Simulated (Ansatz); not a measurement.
## Counterpoise correction, worked out

The pair of H2O (SMILES O, atoms 1–3) and GeH4 (SMILES [GeH4], atoms 4–8), both closed shells, in one local arrangement (a lower one may exist), relaxed at PBE0-D4/def2-TZVP:

```
8
angstrom
O 0.1814 -0.5415 -1.8934
H -0.5357 -0.0772 -2.3313
H 0.9799 -0.0812 -2.1617
Ge -0.1246 0.1310 1.2638
H 1.3625 0.1398 0.8893
H -0.8739 1.2020 0.4589
H -0.2531 0.4769 2.7592
H -0.7365 -1.2499 1.0151
```

Computed with Ansatz 0.2.0 (basis: def2-TZVPPD); correlated methods freeze the cores. Filled d shells of the heavier atoms are correlated. The def2 sets are not built for correlating such inner shells, so the correlated values are less sure here.

MP2 total energies in eV:

| system | geometry | basis functions | energy |
| --- | --- | --- | --- |
| pair | pair | all | -58621.22479 |
| H2O | as in the pair | all (partner as ghosts) | -2076.97560 |
| GeH4 | as in the pair | all (partner as ghosts) | -56544.20291 |
| H2O | as in the pair | its own | -2076.96953 |
| GeH4 | as in the pair | its own | -56544.18389 |
| H2O | free (PBE0-D4 minimum) | its own | -2076.96970 |
| GeH4 | free (PBE0-D4 minimum) | its own | -56544.18727 |

Task: Work out the interaction energy with and without the counterpoise correction, the superposition error, and the binding energy from the relaxed fragments.

Result: Without correction: -58621.22479 − (-2076.96953) − (-56544.18389) = -0.07137 eV.
With correction (each fragment in the whole basis): -58621.22479 − (-2076.97560) − (-56544.20291) = -0.04628 eV = -1.07 kcal/mol.
The superposition error is the difference, 0.02509 eV, 35 % of the uncorrected value: each fragment borrows its partner's functions.
Deformation from the free shapes: 0.00017 eV for H2O and 0.00338 eV for GeH4.
Binding energy from relaxed fragments: -0.04628 + 0.00017 + 0.00338 = -0.04273 eV = -0.99 kcal/mol (electronic, without zero-point energy; negative means bound). For comparison, the corrected interaction energy by CCSD(T) at an estimated basis limit (MP2 extrapolated from triple and quadruple zeta, plus CCSD(T) − MP2 in triple zeta) is -0.057 eV.

No T1 diagnostic of these runs exceeds 0.012.

For scale, one of the runs: CCSD(T)/def2-TZVPPD, 196 basis functions, launched by `ansatz run in.yaml --threads 4 --pin off --events-out ev --progress --plain --max-ram 9574MiB`. Time: 27 s of wall clock on 4 CPU threads of an Intel Xeon Platinum 8124M; the host was shared. Peak host memory: 2.3 GiB.
